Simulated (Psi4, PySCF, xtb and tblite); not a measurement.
Internal rotation in SMILES CO[SiH2]CC(C)C (C₅H₁₄OSi). Scanned: dihedral C1–O2–Si3–C4; all other coordinates were relaxed at GFN2-xTB. Points at φ and −φ are mirror images. Heavy atoms are numbered in the order of the SMILES CO[SiH2]CC(C)C, hydrogens after them in the order of the atoms that carry them; the mirror image has the same energies with the sign of each dihedral reversed.

RHF/6-31G* = restricted Hartree-Fock/6-31G*, spherical d, density fitting // GFN2-xTB in PySCF; RHF/LANL2DZ = restricted Hartree-Fock/LANL2DZ, with its core potentials past Ne // GFN2-xTB (PySCF 2.14.0); GFN2-xTB (xtb and tblite); PBE-D3(BJ)/def2-SVP // GFN2-xTB (Psi4).

Energies relative to the lowest point of each profile, in kcal/mol:

```csv
φ / °,RHF/6-31G*,RHF/LANL2DZ,GFN2-xTB
-150,0.4,0.1,0.8
-120,1.1,0.1,2.2
-45,1.6,1.2,1.5
0,2.3,1.1,2.7
15,2.0,1.0,2.5
30,1.8,1.1,2.0
45,1.6,1.2,1.5
75,1.4,1.0,1.6
90,1.4,0.7,1.9
105,1.3,0.3,2.2
135,0.7,0.0,1.6
165,0.1,0.1,0.2
```

Task: What does PBE-D3(BJ)/def2-SVP give at the same points?

Result: -150: 0.4; -120: 1.0; -45: 1.0; 0: 1.9; 15: 1.6; 30: 1.3; 45: 1.0; 75: 1.0; 90: 1.1; 105: 1.1; 135: 0.7; 165: 0.1 (kcal/mol).
